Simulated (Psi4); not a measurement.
C6H12, triplet, at the geometry of the source list (a higher spin typed on purpose: for a closed-shell molecule this is an excited state); REVPBE/STO-3G run with Psi4.

Input for Psi4:
```
memory 2 GB

molecule mol {
0 3
C    -0.671200    1.113100   -0.681000
C     0.744600    1.257700   -0.129600
C     1.458300   -0.091400   -0.135300
C     0.671200   -1.113100    0.681000
C    -0.744600   -1.257700    0.129600
C    -1.458300    0.091400    0.135300
H    -0.621900    0.783800   -1.721400
H    -1.180100    2.079300   -0.659400
H     1.305900    1.978800   -0.728000
H     0.696900    1.637000    0.893800
H     1.552400   -0.446100   -1.164200
H     2.464800    0.017500    0.274700
H     1.180100   -2.079300    0.659400
H     0.621900   -0.783800    1.721400
H    -1.305900   -1.978800    0.728000
H    -0.696900   -1.637000   -0.893800
H    -1.552400    0.446100    1.164200
H    -2.464800   -0.017500   -0.274700
}

set {
  basis sto-3g
  reference uks
  scf_type pk
  puream true
  d_convergence 1e-8
  dft_radial_points 99
  dft_spherical_points 590
}

energy('revpbe')
print_variables()
```

Output, abridged:

```
   => Loading Basis Set <=

    Name: STO-3G
    Role: ORBITAL
    Keyword: BASIS

         ---------------------------------------------------------
                                   SCF
               by Justin Turney, Rob Parrish, Andy Simmonett
                          and Daniel G. A. Smith
                              UKS Reference
         ---------------------------------------------------------

  ==> Geometry <==

    Molecular point group: ci
    Full point group: Ci

    Geometry (in Angstrom), charge = 0, multiplicity = 3:

       Center              X                  Y                   Z               Mass
    ------------   -----------------  -----------------  -----------------  -----------------
         C           -0.671200000000     1.113100000000    -0.681000000000    12.000000000000
         C            0.744600000000     1.257700000000    -0.129600000000    12.000000000000
         C            1.458300000000    -0.091400000000    -0.135300000000    12.000000000000
         C            0.671200000000    -1.113100000000     0.681000000000    12.000000000000
         C           -0.744600000000    -1.257700000000     0.129600000000    12.000000000000
         C           -1.458300000000     0.091400000000     0.135300000000    12.000000000000
         H           -0.621900000000     0.783800000000    -1.721400000000     1.007825032230
         H           -1.180100000000     2.079300000000    -0.659400000000     1.007825032230
         H            1.305900000000     1.978800000000    -0.728000000000     1.007825032230
         H            0.696900000000     1.637000000000     0.893800000000     1.007825032230
         H            1.552400000000    -0.446100000000    -1.164200000000     1.007825032230
         H            2.464800000000     0.017500000000     0.274700000000     1.007825032230
         H            1.180100000000    -2.079300000000     0.659400000000     1.007825032230
         H            0.621900000000    -0.783800000000     1.721400000000     1.007825032230
         H           -1.305900000000    -1.978800000000     0.728000000000     1.007825032230
         H           -0.696900000000    -1.637000000000    -0.893800000000     1.007825032230
         H           -1.552400000000     0.446100000000     1.164200000000     1.007825032230
         H           -2.464800000000    -0.017500000000    -0.274700000000     1.007825032230

  Running in ci symmetry.

  Rotational constants: A =      0.14577  B =      0.14577  C =      0.08382 [cm^-1]
  Rotational constants: A =   4370.21945  B =   4370.09831  C =   2512.97727 [MHz]
  Nuclear repulsion =  257.463583894000578

  Charge       = 0
  Multiplicity = 3
  Electrons    = 48
  Nalpha       = 25
  Nbeta        = 23

  ==> Algorithm <==

  SCF Algorithm Type is PK.
  DIIS enabled.
  MOM disabled.
  Fractional occupation disabled.
  Guess Type is SAD.
  Energy threshold   = 1.00e-06
  Density threshold  = 1.00e-08
  Integral threshold = 1.00e-12

  ==> Primary Basis <==

  Basis Set: STO-3G
    Blend: STO-3G
    Number of shells: 30
    Number of basis functions: 42
    Number of Cartesian functions: 42
    Spherical Harmonics?: true
    Max angular momentum: 1

  ==> DFT Potential <==

   => LibXC <=

    Version 7.1.2
    S. Lehtola, C. Steigemann, M. J. T. Oliveira, and M. A. L. Marques,  SoftwareX 7, 1–5 (2018) (10.1016/j.softx.2017.11.002)

   => Composite Functional: REVPBE <=

    revPBE GGA Exchange-Correlation Functional

    Y. Zhang and W. Yang, Phys. Rev. Lett. 80, 890, 1998

    Deriv               =              1
    GGA                 =           TRUE
    Meta                =          FALSE

    Exchange Hybrid     =          FALSE
    MP2 Hybrid          =          FALSE

   => Exchange Functionals <=

    1.0000   XC_GGA_X_PBE_R

   => Correlation Functionals <=

    1.0000     XC_GGA_C_PBE

   => LibXC Density Thresholds  <==

    XC_GGA_C_PBE:  1.00E-12
    XC_GGA_X_PBE_R:  1.00E-15

   => Molecular Quadrature <=

[...]
   @UKS iter   2:  -232.41400775425492    7.59237e-02   8.56018e-03 ADIIS/DIIS
   @UKS iter   3:  -232.50126238954937   -8.72546e-02   1.41372e-03 ADIIS/DIIS
   @UKS iter   4:  -232.50344353167372   -2.18114e-03   6.12725e-04 ADIIS/DIIS
   @UKS iter   5:  -232.50399874755729   -5.55216e-04   1.86452e-04 ADIIS/DIIS
   @UKS iter   6:  -232.50418093275755   -1.82185e-04   2.74611e-04 ADIIS/DIIS
   @UKS iter   7:  -232.50426009063580   -7.91579e-05   2.45034e-04 ADIIS/DIIS
   @UKS iter   8:  -232.50435679258251   -9.67019e-05   1.77820e-04 ADIIS/DIIS
   @UKS iter   9:  -232.50439403255578   -3.72400e-05   4.21969e-05 DIIS
   @UKS iter  10:  -232.50439560823401   -1.57568e-06   2.62215e-05 DIIS
   @UKS iter  11:  -232.50439622264167   -6.14408e-07   3.98809e-06 DIIS
   @UKS iter  12:  -232.50439622275283   -1.11157e-10   2.77519e-06 DIIS
   @UKS iter  13:  -232.50439623614545   -1.33926e-08   6.67646e-07 DIIS
   @UKS iter  14:  -232.50439623672483   -5.79377e-10   1.36058e-07 DIIS
   @UKS iter  15:  -232.50439623676832   -4.34852e-11   5.56331e-08 DIIS
   @UKS iter  16:  -232.50439623677096   -2.64322e-12   2.44289e-08 DIIS
   @UKS iter  17:  -232.50439623677144   -4.83169e-13   8.81839e-09 DIIS
  Energy and wave function converged.

  ==> Post-Iterations <==

   Electrons on quadrature grid:
      Nalpha   =   24.9999953765 ; deviation = -4.624e-06
      Nbeta    =   22.9999952793 ; deviation = -4.721e-06
      Ntotal   =   47.9999906558 ; deviation = -9.344e-06

   @Spin Contamination Metric:   1.173875293E-03
   @S^2 Expected:                2.000000000E+00
   @S^2 Observed:                2.001173875E+00
   @S   Expected:                1.000000000E+00
   @S   Observed:                1.000000000E+00

    Orbital Energies [Eh]
    ---------------------

    Alpha Occupied:

[...]
      13Au     0.300558

    Alpha Virtual:

[...]
    Beta Occupied:

[...]
    Beta Virtual:

[...]
      21Au     0.527774

    Final Occupation by Irrep:
             Ag    Au
    DOCC [    11,   12 ]
    SOCC [     1,    1 ]
    NA   [    12,   13 ]
    NB   [    11,   12 ]

  @UKS Final Energy:  -232.50439623677144

   => Energetics <=

    Nuclear Repulsion Energy =            257.4635838940005783
    One-Electron Energy =                -823.0204410416574774
    Two-Electron Energy =                 370.1408636646340256
    DFT Exchange-Correlation Energy =     -37.0884027537485039
    Empirical Dispersion Energy =           0.0000000000000000
    VV10 Nonlocal Energy =                  0.0000000000000000
    Total Energy =                       -232.5043962367714414

  UHF NO Occupations:
  HONO-2 :   12 Au 1.9997945
  HONO-1 :   12 Ag 1.0000000
  HONO-0 :   13 Au 1.0000000
  LUNO+0 :   14 Au 0.0002055
  LUNO+1 :   13 Ag 0.0001462
  LUNO+2 :   15 Au 0.0000701
  LUNO+3 :   14 Ag 0.0000393

Computation Completed

Properties will be evaluated at   0.000000,   0.000000,   0.000000 [a0]

Properties computed using the SCF density matrix

 Multipole Moments:

 ------------------------------------------------------------------------------------
     Multipole            Electronic (a.u.)      Nuclear  (a.u.)        Total (a.u.)
 ------------------------------------------------------------------------------------

 L = 1.  Multiply by 2.5417464519 to convert [e a0] to [Debye]
 Dipole X            :          0.0000000            0.0000000            0.0000000
 Dipole Y            :          0.0000000            0.0000000            0.0000000
 Dipole Z            :          0.0000000           -0.0000000           -0.0000000
 Magnitude           :                                                    0.0000000

 ------------------------------------------------------------------------------------

  Variable Map:
  ----------------------------------------------------------------------------
[...]
  Array Variable Map:
  ----------------------------------------------------------------------------
[...]
[...]
```
